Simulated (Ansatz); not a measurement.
Species: SiAsH5, charge 1, doublet. SiAsH5+ (parent SMILES [SiH3][AsH2], doublet).
B3LYP-D3(BJ)/def2-TZVP minimum from Ansatz (a program for electronic structure):
```
Si
H 1 1.4681
H 1 1.4681 2 116.75
H 1 1.4741 2 116.05 3 -142.53
As 1 2.4384 2 101.59 4 -108.01
H 5 1.5043 1 118.01 2 55.99
H 5 1.5043 6 104.57 1 -133.46
```
Charge +1, spin multiplicity 2.

Total energies in def2-SVP, 13 correlated electrons, 19 frozen orbitals. Radicals and triplets start from unrestricted determinants; spin-orbit coupling is neglected. Cores are frozen in correlated methods (noble-gas shells, and filled d and f shells in the p block). No relativity. The spin of H5AsSi+ (parent SMILES [SiH3][AsH2], doublet) was assumed, and the state is the lowest solution found for it.

```json
[
 {"method": "HF", "program": "Ansatz", "energy (Eh)": "-2525.38103", "minus CCSDT(Q) (mEh)": "245.54"},
 {"method": "MP2", "program": "Ansatz", "energy (Eh)": "-2525.57413", "minus CCSDT(Q) (mEh)": "52.44"},
 {"method": "CCSD", "program": "Ansatz", "energy (Eh)": "-2525.61946", "minus CCSDT(Q) (mEh)": "7.12"},
 {"method": "CCSD(T)", "program": "Ansatz", "energy (Eh)": "-2525.62520", "minus CCSDT(Q) (mEh)": "1.38"},
 {"method": "CCSDT(Q)", "program": "Ansatz", "energy (Eh)": "-2525.62657", "minus CCSDT(Q) (mEh)": "0.00"}
]
```

Rough core times of Ansatz's runs on a shared machine: CCSD(T) under 20 s, CCSDT(Q) 3 min.
